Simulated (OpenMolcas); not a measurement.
**Cu6+, Ag6+, Au6+: d5 down the group**

| Item | Value |
| --- | --- |
| Program | OpenMolcas 26.06 |
| Method | SS-RASPT2, IPEA 0.25 Eh, imaginary shift 0.1 Eh |
| Basis | ANO-RCC-VTZP |
| Scalar Hamiltonian | DKH2, point nucleus |
| Spin-orbit coupling | state interaction with AMFI integrals over the reference wave functions, term energies averaged over their components |

Active space for each ion: 11 electrons in 8 orbitals (RAS1 p, at most 2 holes; RAS2 d); closed shells correlated by CASPT2: Cu6+ 3s; Ag6+ 4s; Au6+ 5s.

Computed levels in cm-1 above 6S 5/2:

```
                               Level   Cu6+   Ag6+   Au6+
                              4G 7/2  47750  32200  27850
                             4G 11/2  47780  32460  29880
                              4G 9/2  47830  32670  31690
                              4P 1/2  52990  36620  33850
                              4D 1/2  57770  40690  45790
                             2I 11/2  69420  46680  45370
                             2I 13/2  69740  48120  50390
                           2F 7/2(1)  76990  55900  65690
                              2H 9/2  82880  56750  57990
weight of 6S in the lowest level (%)    100     98     74
```

Mixed levels, with the weight of the term that names them: Cu6+ 2H 9/2 (75 %), Ag6+ 4P 1/2 (69 %), Ag6+ 4D 1/2 (70 %), Ag6+ 2F 7/2(1) (55 %), Ag6+ 2H 9/2 (55 %), Au6+ 6S 5/2 (74 %), Au6+ 4G 7/2 (55 %), Au6+ 4G 11/2 (68 %), Au6+ 4G 9/2 (74 %), Au6+ 4P 1/2 (59 %), Au6+ 4D 1/2 (68 %), Au6+ 2I 11/2 (67 %), Au6+ 2F 7/2(1) (54 %), Au6+ 2H 9/2 (52 %).

Measured, with the error of the calculation in %. Measured levels: Cu6+, Ag6+ from the list in Gamrath, thesis, University of Mons (2023).

```
    Level          Cu6+          Ag6+
   4G 7/2                30378 (+6.0)
  4G 11/2                30662 (+5.9)
   4G 9/2                30907 (+5.7)
   4P 1/2  51407 (+3.1)  34605 (+5.8)
   4D 1/2  56210 (+2.8)  38685 (+5.2)
  2I 11/2  67757 (+2.5)  44011 (+6.1)
  2I 13/2  67918 (+2.7)  45546 (+5.6)
2F 7/2(1)  74408 (+3.5)              
   2H 9/2  80717 (+2.7)
```

Without spin-orbit coupling 4G lies 47770, 32370, 28690 cm-1 above 6S in that order; the difference to the level 4G 7/2, of either sign, comes from spin-orbit coupling, which also lowers the zero.

CASPT2 does not keep the components of a term degenerate, so their means are used; among the terms shown or strongly mixed into the levels shown the widest spread is 210 cm-1 (5d5 2I, Au6+). Active for correlation alone: 3p; no level in the range computed is led by a configuration that opens it, so any true level of that kind is missing (holds for Cu6+). Active for correlation alone: 4p; no level in the range computed is led by a configuration that opens it, so any true level of that kind is missing (holds for Ag6+). Active for correlation alone: 5p; no level in the range computed is led by a configuration that opens it, so any true level of that kind is missing (holds for Au6+). Computed and measured levels are paired by configuration, term and J; levels that our copy of the source lacks, or whose pairing is in doubt (as where it misses far off the trend of its configuration), stay unpaired and out of the deviations. Levels of configurations outside the active space are missing.

A number in round brackets counts repeated terms of one configuration in the order of the reference energies.
